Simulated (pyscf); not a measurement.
`[CH2-][CH2][OH]` -> `[CH3][CH2][O-]` (hydrogen shift; singlet surface; H–O broken, C–H formed). Single points on ωB97X-D3(BJ)/def2-SVPD structures (PySCF, gas phase). Correlated levels are frozen-core, on RHF or UHF. ΔMP2 is the change of the MP2 total energy from the triple- to the quadruple-zeta basis. Energies in kcal/mol from the reactant's lowest minimum found.

```
level                               barrier  reaction energy
----------------------------------  -------  ---------------
ωB97X-D3(BJ)/def2-TZVPD                14.2            -24.3
PBE0-D3(BJ)/def2-TZVPD                 12.8            -23.8
M06-2X/def2-TZVPD                      14.8            -22.3
ωB97M-D3(BJ)/def2-TZVPD                14.8            -22.5
MP2/def2-QZVPPD                        13.7            -21.7
CCSD(T)/def2-TZVPPD                    14.9            -22.2
CCSD(T)/def2-TZVPPD + ΔMP2(QZVPPD)     15.2            -21.7
```

On the product side the descent ends in a point that may be a rotor saddle (no frequency run), 3.6 kcal/mol over the lowest minimum found and 35.0 kcal/mol under the saddle at ωB97X-D3(BJ)/def2-TZVPD. This is the saddle that the search found; another between the same sides may lie lower. The CCSD(T) − MP2 part came from Ansatz, without density fitting, on the same reference.
